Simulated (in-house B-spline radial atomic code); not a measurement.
Radial electron density of La3+, [Kr] 4d10 4f1 5s2 5p5. Method: scalar-relativistic (X2C) Hartree-Fock, spin-polarised, averaged over the determinants with the given up and down occupations, Fermi nucleus of rms radius 4.855 fm, inside a hard spherical wall at 1.92 bohr. Calculated with a radial B-spline atomic code at the basis-set limit.

One-electron X2C: radii and densities carry no picture-change correction, so inner-shell <1/r> comes out high (for 1s by about 2 % at Z = 33, 5 % at 54, 10 % at 75, 30 % at 118) and <r> low.

Columns: r (bohr), 4πr²n(r) (electrons per bohr), bar.

```
 0.00073    2.393 #
0.000877    3.177 #
 0.00105    4.185 ##
 0.00126    5.511 ##
 0.00152    7.285 ###
 0.00182    9.475 ####
 0.00219    12.33 ######
 0.00263    15.89 #######
 0.00316    20.29 #########
 0.00379    25.58 ############
 0.00456    31.93 ##############
 0.00547    39.08 ##################
 0.00657    46.98 #####################
 0.00789    55.17 #########################
 0.00948    63.04 #############################
  0.0114    69.75 ################################
  0.0137    74.29 ##################################
  0.0164    75.93 ##################################
  0.0197    74.54 ##################################
  0.0237    70.79 ################################
  0.0284    66.78 ##############################
  0.0342    65.19 #############################
   0.041    68.62 ###############################
  0.0493    77.65 ###################################
  0.0592    89.15 ########################################
  0.0711    97.26 ############################################
  0.0853     96.5 ############################################
   0.102    86.94 #######################################
   0.123    74.85 ##################################
   0.148    70.97 ################################
   0.178    77.68 ###################################
   0.213    84.68 ######################################
   0.256     78.8 ####################################
   0.308    58.13 ##########################
   0.369    37.68 #################
   0.444    30.52 ##############
   0.533    34.38 ################
    0.64     35.6 ################
   0.768    28.79 #############
   0.923    20.58 #########
    1.11    16.94 ########
    1.33    14.04 ######
     1.6    6.126 ###
     1.9  0.02789
```

On this grid the curve has 4 maxima, near 0.0164, 0.0711, 0.213, 0.64 bohr.

The 5p up radial function P(r) = rR(r), positive near the nucleus:

```json
{"r (bohr)": "0.00105", "P": "0.001491"}
{"r (bohr)": "0.00152", "P": "0.002704"}
{"r (bohr)": "0.00219", "P": "0.004923"}
{"r (bohr)": "0.00316", "P": "0.009044"}
{"r (bohr)": "0.00456", "P": "0.01663"}
{"r (bohr)": "0.00657", "P": "0.03027"}
{"r (bohr)": "0.00948", "P": "0.05434"}
{"r (bohr)": "0.0137", "P": "0.09486"}
{"r (bohr)": "0.0197", "P": "0.1565"}
{"r (bohr)": "0.0284", "P": "0.2392"}
{"r (bohr)": "0.041", "P": "0.3214"}
{"r (bohr)": "0.0592", "P": "0.3415"}
{"r (bohr)": "0.0853", "P": "0.2059"}
{"r (bohr)": "0.123", "P": "-0.1248"}
{"r (bohr)": "0.178", "P": "-0.4645"}
{"r (bohr)": "0.256", "P": "-0.38"}
{"r (bohr)": "0.369", "P": "0.2722"}
{"r (bohr)": "0.533", "P": "0.7665"}
{"r (bohr)": "0.768", "P": "0.1733"}
{"r (bohr)": "1.11", "P": "-0.9982"}
{"r (bohr)": "1.6", "P": "-0.8832"}
```
